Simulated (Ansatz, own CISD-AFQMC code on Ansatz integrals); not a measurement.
C2H6Si, SMILES `C=[SiH]C` (charge 0, multiplicity 1).

Cartesian coordinates (Å):
```xyz
9

C      1.4621     0.1928    -0.9551
Si    -0.0546     0.5783    -0.2902
C     -1.0116    -0.5187     0.8754
H      1.9764    -0.7351    -0.7390
H      1.9801     0.8649    -1.6268
H     -0.7197     1.8562    -0.6146
H     -1.9859    -0.7780     0.4561
H     -0.4590    -1.4398     1.0632
H     -1.1877    -0.0204     1.8310
```
Charge 0, multiplicity 1.

Frozen-core correlation energies in cc-pVDZ at a geometry from B3LYP-D3(BJ)/def2-TZVP, on an HF energy of -368.10795 Ha (<S^2> = 0.00, restricted and unstable towards unrestricted orbitals). Wave-function levels are from Ansatz, the walk from an own CISD-AFQMC code on Ansatz integrals (time step 0.005/Ha, trial state from CCSD amplitudes, largest double 0.13).

```tsv
level	correlation energy (mHa)
MP2	-385.7
CCSD	-431.2
CCSD(T)	-445.6
```

What correlation energy does phaseless AFQMC give, and where does it lie among these levels?

-447.4 ± 0.4 mHa (one standard error). AFQMC minus each level: MP2 -61.8 mHa, CCSD -16.2 mHa, CCSD(T) -1.9 mHa.
